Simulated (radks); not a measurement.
The numbers below are computed, except where a source is named.
Problem. Ionisation ladder of copper, from Cu I to Cu XXII. Each ion is in the ground configuration listed by NIST, and IE = E(next ion) - E(this ion). Code: a radial shooting solver on a logarithmic mesh with Libxc functionals. Model: Dirac Kohn-Sham, PBE, spin-unpolarised, spherical densities, point nucleus; open shells are shared between the two j in proportion to 2j + 1.

| species | configuration | IE, Delta-SCF (eV) | <r> HOMO (bohr) |
|---|---|---|---|
| Cu I | [Ar] 3d10 4s1 | 8.149 | 2.94 |
| Cu II | [Ar] 3d10 | 21.333 | 1.02 |
| Cu III | [Ar] 3d9 | 39.019 | 0.925 |
| Cu IV | [Ar] 3d8 | 59.707 | 0.858 |
| Cu V | [Ar] 3d7 | 82.947 | 0.807 |
| Cu VI | [Ar] 3d6 | 108.45 | 0.765 |
| Cu VII | [Ar] 3d5 | 136.04 | 0.730 |
| Cu VIII | [Ar] 3d4 | 165.56 | 0.699 |
| Cu IX | [Ar] 3d3 | 196.91 | 0.672 |
| Cu X | [Ar] 3d2 | 230.03 | 0.648 |
| Cu XI | [Ar] 3d1 | 264.82 | 0.627 |
| Cu XII | [Ar] | 368.94 | 0.639 |
| Cu XIII | [Ne] 3s2 3p5 | ? | 0.628 |
| Cu XIV | [Ne] 3s2 3p4 | ? | 0.618 |
| Cu XV | [Ne] 3s2 3p3 | 477.32 | 0.608 |
| Cu XVI | [Ne] 3s2 3p2 | ? | 0.598 |
| Cu XVII | [Ne] 3s2 3p1 | 552.81 | 0.589 |
| Cu XVIII | [Ne] 3s2 | 633.93 | 0.589 |
| Cu XIX | [Ne] 3s1 | 671.42 | 0.582 |
| Cu XX | [Ne] | ? | 0.203 |
| Cu XXI | [He] 2s2 2p5 | 1813.1 | 0.199 |
| Cu XXII | [He] 2s2 2p4 | 1929.2 | 0.196 |

Estimate the withheld Delta-SCF values.

Solution. Cu XIII: 404.31 eV (NIST 401.0); Cu XIV: 440.46 eV (NIST 436); Cu XVI: 514.82 eV (NIST 519); Cu XX: 1699.3 eV (NIST 1691).

Beside tabulated values, note that spin-unpolarised runs miss the spin-polarisation part of the exchange energy of open shells.
